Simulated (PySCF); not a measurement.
Computed shifts of a molecule C₂H₇BClN, PBE/pcSseg-1 (PySCF), GIAO, gas phase, atoms alike by connectivity averaged where their shifts nearly agree, in ppm (number of nuclei): ¹H: 5.31 (1), 3.22 (6). ¹⁵N: 142.7 (1). ¹³C: 47.6 (1), 40.9 (1). References: ¹¹B against BF3 (σ = 83.9 ppm); ¹H against TMS (σ = 31.49 ppm); ³⁵Cl against HCl (σ = 936.5 ppm); ¹⁵N against NH3 (σ = 267.0 ppm); ¹³C against TMS (σ = 182.0 ppm), references at their B3LYP-D3(BJ)/def2-TZVP geometries, non-relativistic (without spin–orbit terms, shifts of atoms bonded to Cl or Br come out too high). Geometry: B3LYP-D3(BJ)/def2-SVP. One conformer was computed; it need not be the lowest.

Problem. Which molecule gave these data?
(A) CN(C)BCl
(B) CNB(C)Cl
(C) CCB(N)Cl

Solution. A, CN(C)BCl
